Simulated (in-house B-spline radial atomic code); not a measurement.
Inner levels of neodymium as electrons are removed. A shift is the extra binding of the orbital against the neutral atom ([Xe] 4f4 6s2). The density at the nucleus is averaged over the nuclear charge. Computed with a radial B-spline atomic code at the basis-set limit: Dirac-Hartree-Fock, average of the configuration, finite nuclei.

| ion | configuration | shift of 2p1/2 (eV) | shift of 2s1/2 (eV) | shift of 3p3/2 (eV) | radius of 2p1/2 (bohr) | radius of 2s1/2 (bohr) | radius of 3p3/2 (bohr) | Σ<r²> (bohr²) | change of density at nucleus (bohr⁻³) |
| --- | --- | --- | --- | --- | --- | --- | --- | --- | --- |
| Nd33+ | [Ar] 3d9 | 1316.19 | 1308.08 | 1206.31 | 0.084024 | 0.10008 | 0.25922 | 1.2522 | -1809.65 |
| Nd34+ | [Ar] 3d8 | 1434.42 | 1425.25 | 1294.68 | 0.083953 | 0.1 | 0.2573 | 1.1698 | -1596.44 |
| Nd35+ | [Ar] 3d7 | ? | ? | ? | ? | ? | ? | ? | ? |
| Nd36+ | [Ar] 3d6 | ? | ? | ? | ? | ? | ? | ? | ? |
| Nd37+ | [Ar] 3d5 | 1802.1 | 1789.26 | 1567.34 | 0.083719 | 0.099752 | 0.25165 | 0.9415 | -919.69 |
| Nd38+ | [Ar] 3d4 | 1928.97 | 1914.72 | 1660.72 | 0.083634 | 0.099662 | 0.24981 | 0.87116 | -681.67 |
| Nd39+ | [Ar] 3d3 | 2057.97 | 2042.22 | 1755.35 | 0.083545 | 0.099568 | 0.24799 | 0.80347 | -437.43 |
| Nd40+ | [Ar] 3d2 | 2189.1 | 2171.74 | 1851.22 | 0.083454 | 0.099471 | 0.24619 | 0.73829 | -186.92 |
| Nd41+ | [Ar] 3d1 | 2322.34 | 2303.29 | 1948.32 | 0.083359 | 0.09937 | 0.24441 | 0.67552 | 69.888 |

Question: Fill in the row of Nd35+.

Answer: shift of 2p1/2 (eV): 1554.82; shift of 2s1/2 (eV): 1544.52; shift of 3p3/2 (eV): 1384.32; radius of 2p1/2 (bohr): 0.083878; radius of 2s1/2 (bohr): 0.099921; radius of 3p3/2 (bohr): 0.25539; Σ<r²> (bohr²): 1.0907; change of density at nucleus (bohr⁻³): -1377.07.

Question: Fill in the row of Nd36+.

Answer: shift of 2p1/2 (eV): 1677.39; shift of 2s1/2 (eV): 1665.86; shift of 3p3/2 (eV): 1475.2; radius of 2p1/2 (bohr): 0.0838; radius of 2s1/2 (bohr): 0.099838; radius of 3p3/2 (bohr): 0.25351; Σ<r²> (bohr²): 1.0146; change of density at nucleus (bohr⁻³): -1151.48.
